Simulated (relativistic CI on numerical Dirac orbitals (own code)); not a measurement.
## What each ingredient does to the levels of Tl13+

Base calculation: Dirac-Coulomb-Breit CI, separate exchange-only KLI orbitals for each configuration, QED by a radiative potential, unscaled Slater integrals.

CI space (outside the closed core [Kr] 4d10): 4f14 5s2 5p6, 4f14 5s2 5p5 5d, 4f14 5s 5p6 5d, 4f14 5s2 5p5 5f, 4f14 5s2 5p5 5g, 4f14 5s2 5p5 6s, 4f14 5s 5p6 5f, 4f13 5s2 5p6 5d, 4f14 5s2 5p5 6p, 4f14 5s 5p6 5g, 4f14 5p6 5d2, 4f14 5p5 5d3, 4f14 5p5 5d2 5f, 4f14 5p5 5d2 5g, 4f14 5p5 5d2 6s. Double excitations out of closed p, d and f shells are left out; levels of such configurations are missing from the list, as are those of other unlisted configurations, and high levels can miss mixing partners. These lack a partner that the ground configuration has and come out too high: 4f13 5s2 5p6 5d, 4f14 5s2 5p5 6p.

Variants: (1) valence Slater integrals scaled by 0.9; (2) configuration mixing switched off; (3) one mean potential for all configurations. Shifts of the energy above 4f14 5s2 5p6 1S_0, in cm⁻¹, for the lowest level and the first level of each name with at least 55 % of one term (blank where a level changes its place among those of its configuration and J or its character, or is not in the variant):

| Level | Base | Δ(1) | Δ(2) | Δ(3) |
| --- | --- | --- | --- | --- |
| 4f14 5s2 5p6 1S_0 | 0 | 0 | 0 | 0 |
| 4f14 5s2 5p5 5d 3P°_0 | 494270 | +3346 | -106 | -217 |
| 4f14 5s2 5p5 5d 3P°_1 | 506846 | +2529 | -104 | -219 |
| 4f14 5s2 5p5 5d 3F°_3 | 520993 | +884 | +1050 | -242 |
| 4f14 5s2 5p5 5d 3F°_4 | 537989 | +2108 | +1654 | -235 |
| 4f14 5s2 5p5 5d 3D°_3 | 567096 | -977 | -34 | -231 |
| 4f14 5s2 5p5 5d 3D°_1 | 618151 | -3991 | +683 | -139 |
| 4f14 5s2 5p5 5d 3F°_2 | 710081 | +1368 | +1471 | -203 |
| 4f14 5s2 5p5 5d 1P°_1 | 794038 | -9174 | +2820 | +174 |
| 4f14 5s2 5p5 6s 3P°_2 | 948221 | +254 | -127 | +451 |
| 4f14 5s2 5p5 6s 1P°_1 | 955214 | -432 | -48 | +631 |
| 4f13 5s2 5p6 5d 3P°_2 | 1039913 | +1462 | -965 | +24316 |
| 4f14 5s 5p6 5d 3D_1 | 1072996 | +5822 | +36284 | -211 |
| 4f13 5s2 5p6 5d 3P°_1 | 1074637 | +1293 | -892 | +25118 |
| 4f13 5s2 5p6 5d 3H°_6 | 1076486 | +671 | -741 | +24759 |
| 4f13 5s2 5p6 5d 3H°_4 | 1082648 | +482 | -775 | +25214 |
| 4f13 5s2 5p6 5d 3G°_5 | 1091399 | -803 | -804 | +24608 |
| 4f13 5s2 5p6 5d 3G°_3 | 1098736 | -1061 | -801 | +25137 |
| 4f13 5s2 5p6 5d 3P°_0 | 1101483 | +1736 | -834 | +25900 |
| 4f14 5s 5p6 5d 3D_3 | 1110222 | +4807 | +29838 | -131 |
| 4f14 5s2 5p5 6s 3P°_0 | 1146601 | +237 | -164 | +1166 |
| 4f14 5s2 5p5 6s 3P°_1 | 1149896 | -109 | -185 | +1274 |

At this charge energies of transitions that change n are usually good to better than 1 %, and those within a shell (Δn = 0) to a few per cent. Levels and lines within the n = 5 or 6 shells can be off by up to 10 % or somewhat more, and those that change n by about 2 %, since core polarisation is missing.

Ionisation energy from the two ground configurations alone: base 305.001 eV. The NIST ASD value (semi-empirical) is 306.9 eV.

LS names give the leading component of a level, which can be under half, so a name can repeat, a term be missing and a line seem to break the LS rules.
